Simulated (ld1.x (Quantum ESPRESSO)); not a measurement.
## Transferability test, ultrasoft potential for boron

B, ultrasoft, made with ld1.x (Quantum ESPRESSO) 7.5 (PBE, scalar-relativistic). Core [He], reference 2s2 2p1. Waves: 2s (bound): rcut 1.35, rcutus 1.55 bohr; 2s channel at 1.65 Ry: rcut 1.35, rcutus 1.55 bohr; 2p (bound): rcut 3.75, rcutus 4.20 bohr; 2p channel at 0.5 Ry: rcut 3.75, rcutus 4.20 bohr; 3d channel at 0.4 Ry: rcut 3.20, rcutus 4.00 bohr; 3d channel at 2.75 Ry: rcut 3.20, rcutus 4.00 bohr. Local part: all-electron potential smoothed inside 1.60 bohr (lloc = -1). Core correction: Bessel-smoothed model core, default radius (core density twice the valence density). Augmentation charge: PSQ, radius 1.20 bohr.

Energies are relative to the spin-unpolarised reference configuration 2s2 2p1; without spin polarisation the order of configurations can differ from experiment.

| valence configuration | charge | ΔE all-electron (eV) | error AE − PS (meV) |
| --- | --- | --- | --- |
| 2s2 2p0 | +1 | 8.220 | -1.2 |
| 2s1 2p0 | +2 | 33.642 | +4.4 |
| 2s2 2p0.5 | +0.5 | 2.887 | -0.9 |
| 2s1 2p1 | +1 | 14.361 | -8.7 |
| 2s1 2p2 | 0 | 5.851 | +2.4 |

Question: What are ΔE and the potential's error for 2s2 2p1.3?

Answer: ΔE = -0.738 eV all-electron; the error (AE − PS) is 0.0 meV.

Question: What are ΔE and the potential's error for 2s0 2p3?

Answer: ΔE = 11.721 eV all-electron; the error (AE − PS) is +9.5 meV.
